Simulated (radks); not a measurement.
Neutral silver inside a hard spherical wall (all orbitals vanish at R), configuration held at [Kr] 4d10 5s1 and not refilled when levels cross. Method: scalar-relativistic Kohn-Sham, r2SCAN, spin-polarised, spherical densities, finite nucleus; open shells are filled with parallel spins first (spin-orbit coupling, left out, can overturn this in heavy ions); meta-GGA in the generalised Kohn-Sham scheme; Fermi nuclear charge, rms radius 4.5454 fm; computed with a radial shooting solver on a logarithmic mesh with Libxc functionals. Eigenvalues in eV for spin up, with the zero of energy where the potential of the charges vanishes at infinity; a dash marks a level that is unbound or too diffuse for the functional's potential to be trusted. A positive occupied level is held by the wall or, in an anion where self-interaction has pushed it up, behind a barrier. The pressure on the wall is -dE/dV.

\begin{tabular}{lrrrrrrrrr}
R (bohr) & E (hartree) & kinetic (hartree) & e(4s) & e(4p) & e(4d) & e(5s) & e(5p, empty) & e(6s, empty) & pressure (GPa) \\ \hline
free & -5316.67557 & 5523.478 & -97.588 & -60.251 & -7.716 & -4.961 & -0.580 & - & 0 \\
15 & -5316.67557 & 5523.478 & -97.587 & -60.251 & -7.716 & -4.961 & -0.577 & 1.954 & < 0.0001 \\
12 & -5316.67556 & 5523.479 & -97.585 & -60.249 & -7.714 & -4.959 & -0.556 & 2.692 & 0.000318 \\
10 & -5316.67540 & 5523.480 & -97.571 & -60.234 & -7.700 & -4.947 & -0.484 & 3.730 & 0.00498 \\
8 & -5316.67368 & 5523.494 & -97.474 & -60.136 & -7.609 & -4.855 & -0.156 & 6.162 & 0.0816 \\
7 & -5316.66946 & 5523.523 & -97.308 & -59.970 & -7.455 & -4.673 & 0.324 & 8.800 & 0.338 \\
4 & -5316.40799 & 5524.767 & -93.190 & -55.950 & -3.753 & 1.533 & 10.284 & 46.266 & 57.0 \\
3.5 & -5316.10499 & 5526.067 & -90.170 & -53.057 & -0.955 & 6.925 & 17.619 & 69.006 & 173 \\
3 & -5315.36200 & 5529.112 & -84.719 & -47.859 & 4.380 & 18.073 & 31.900 & 109.05 & 602 \\
2.5 & -5313.29595 & 5537.300 & -74.342 & -37.812 & 15.524 & 43.588 & 62.619 & 186.19 & 2570 \\
1.5 & -5277.09279 & 5661.509 & 11.485 & 53.863 & 122.75 & 317.91 & 356.39 & 795.00 & 122000 \\
\end{tabular}
